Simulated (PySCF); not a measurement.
This PySCF input asks for the NMR shieldings of SMILES C1N(B(C)C)CC(F)=C1C, C7H13BFN; the geometry comes from GFN2-xTB.

```python
import basis_set_exchange as bse
import numpy as np
from pyscf import gto, dft
from pyscf.prop import nmr

atoms = """
C    -2.678091   -1.114323   -0.538688
B    -1.699937    0.065368   -0.115590
C    -2.229679    1.511257    0.280219
N    -0.332002   -0.178014   -0.088631
C     0.684558    0.801588    0.279773
C     1.995094    0.073621    0.178841
C     3.297944    0.723391    0.482792
C     1.747640   -1.167645   -0.209057
F     2.652806   -2.141467   -0.416809
C     0.294530   -1.448126   -0.417996
H    -2.450718   -1.479087   -1.539558
H    -2.577407   -1.969965    0.127793
H    -3.724403   -0.822406   -0.532068
H    -3.311478    1.594523    0.225588
H    -1.813098    2.280431   -0.369086
H    -1.935092    1.776417    1.294985
H     0.514323    1.176258    1.297022
H     0.658087    1.666492   -0.395519
H     4.112091    0.015546    0.351044
H     3.457062    1.575717   -0.177243
H     3.306417    1.089305    1.509114
H     0.085267   -1.746630   -1.453909
H    -0.058666   -2.255267    0.237062
"""
names = dict.fromkeys(["C", "B", "N", "F", "H"], "pcSseg-1")
basis = {el: gto.basis.parse(bse.get_basis(n, elements=[el], fmt="nwchem")) for el, n in names.items()}
mol = gto.M(atom=atoms, basis=basis, charge=0, verbose=0)
mf = dft.RKS(mol, xc="PBE0")
mf.grids.level = 2
mf.grids.alignment = dft.numint.BLKSIZE   # the property module wants whole blocks of grid points
mf.conv_tol = 1e-9
mf.kernel()

calc = nmr.RKS(mf)   # GIAO
C = mf.mo_coeff
Co = C[:, mf.mo_occ > 0]
resp = mf.gen_response(singlet=True, hermi=2)
def vind(x):   # induced exchange potential for any number of trial vectors
    d = np.einsum("pi,xij,qj->xpq", C, 2 * x.reshape(-1, C.shape[1], Co.shape[1]), Co, optimize=True)
    return np.einsum("xpq,pi,qj->xij", resp(d - d.transpose(0, 2, 1)), C, Co, optimize=True).ravel()
mo1, _ = nmr.rhf.solve_mo1(calc, with_cphf=vind)
sigma = calc.kernel(mo1)
for i, s in enumerate(sigma):   # ppm
    w = np.linalg.eigvalsh((s + s.T) / 2)
    print("%2d %-2s iso %8.1f  s11 %8.1f  s22 %8.1f  s33 %8.1f" % (i, mol.atom_pure_symbol(i), w.mean(), *w))
```

Q: What are the results?

A: 
```
 0 C  iso    180.8  s11    175.5  s22    176.2  s33    190.9
 1 B  iso     56.5  s11     23.7  s22     34.0  s33    112.0
 2 C  iso    181.5  s11    175.6  s22    178.4  s33    190.6
 3 N  iso    147.1  s11     49.1  s22    173.2  s33    219.0
 4 C  iso    126.3  s11     99.4  s22    121.1  s33    158.3
 5 C  iso     71.3  s11    -23.7  s22     96.0  s33    141.7
 6 C  iso    176.0  s11    159.0  s22    181.7  s33    187.3
 7 C  iso     24.4  s11    -62.3  s22     52.7  s33     82.9
 8 F  iso    317.5  s11    210.9  s22    303.0  s33    438.7
 9 C  iso    130.4  s11    105.9  s22    127.3  s33    158.1
10 H  iso     31.4  s11     27.0  s22     30.4  s33     36.9
11 H  iso     31.4  s11     27.0  s22     30.4  s33     36.9
12 H  iso     31.1  s11     26.4  s22     29.7  s33     37.3
13 H  iso     31.1  s11     26.4  s22     29.7  s33     37.3
14 H  iso     31.4  s11     26.9  s22     30.4  s33     36.8
15 H  iso     31.4  s11     26.9  s22     30.4  s33     36.8
16 H  iso     27.6  s11     23.0  s22     28.6  s33     31.4
17 H  iso     27.6  s11     23.0  s22     28.4  s33     31.4
18 H  iso     29.2  s11     24.2  s22     28.7  s33     34.6
19 H  iso     30.2  s11     25.5  s22     28.0  s33     37.2
20 H  iso     30.2  s11     25.5  s22     28.0  s33     37.2
21 H  iso     27.5  s11     23.2  s22     27.5  s33     31.8
22 H  iso     27.5  s11     23.2  s22     27.6  s33     31.7
```

These numbers come from an equivalent density-fitted implementation of the same equations, which agrees with the script to about 0.01 ppm for H and up to a few tenths of a ppm for heavy atoms, so last digits may differ.

Size and cost of the density-fitted run: 235 basis functions, 50 s wall time on 1 thread of an Intel Xeon Platinum 8488C, shared host; peak memory 1.1 GiB.
